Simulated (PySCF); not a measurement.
## Electron correlation in Ca (calcium, neutral)

[Ar] 4s2, closed-shell 1S. Computed with PySCF 2.14 in ANO-RCC-VTZP, with the spin-free X2C one-electron Hamiltonian (Gaussian nucleus). Frozen: [Ne]; 10 electrons correlated.

```
  level  correlation energy (mhartree)
   CCSD                        -275.18
    (T)                          -7.04
CCSD(T)                        -282.22
  CCSDT                        -282.45
```

Diagnostics: T1 = 0.016, D1 = 0.0492, largest double amplitude 0.118.

Cost of the coupled-cluster step: of the order of 0.3 core-seconds, for 10 correlated electrons.

Iterations:

```
CC2 = 0
CCSD nocc = 5, nmo = 33
frozen orbitals [0, 1, 2, 3, 4]
max_cycle = 100
direct = 0
conv_tol = 1e-08
conv_tol_normt = 1e-06
diis_space = 8
diis_start_cycle = 0
Init t2, MP2 energy = -679.879936333434  E_corr(MP2) -0.252164987519451
Init E_corr(CCSD) = -0.252164987519471
cycle = 1  E_corr(CCSD) = -0.26894767087893  dE = -0.0167826834  norm(t1,t2) = 0.0588339
cycle = 2  E_corr(CCSD) = -0.273344425822495  dE = -0.00439675494  norm(t1,t2) = 0.0216541
cycle = 3  E_corr(CCSD) = -0.275291415878067  dE = -0.00194699006  norm(t1,t2) = 0.01014
cycle = 4  E_corr(CCSD) = -0.275200876162345  dE = 9.05397157e-05  norm(t1,t2) = 0.00193902
cycle = 5  E_corr(CCSD) = -0.27516346560849  dE = 3.74105539e-05  norm(t1,t2) = 0.000582299
cycle = 6  E_corr(CCSD) = -0.27518417808171  dE = -2.07124732e-05  norm(t1,t2) = 0.000121354
cycle = 7  E_corr(CCSD) = -0.275182982637086  dE = 1.19544462e-06  norm(t1,t2) = 3.1345e-05
cycle = 8  E_corr(CCSD) = -0.275182625886855  dE = 3.5675023e-07  norm(t1,t2) = 5.09954e-06
cycle = 9  E_corr(CCSD) = -0.275182557848067  dE = 6.8038788e-08  norm(t1,t2) = 8.65661e-07
cycle = 10  E_corr(CCSD) = -0.275182532050477  dE = 2.57975907e-08  norm(t1,t2) = 1.76283e-07
cycle = 11  E_corr(CCSD) = -0.275182534627469  dE = -2.57699284e-09  norm(t1,t2) = 2.8156e-08
CCSD converged
E(CCSD) = -679.9029538805423  E_corr = -0.2751825346274695
CCSD(T) correction = -0.0070396517301284
```
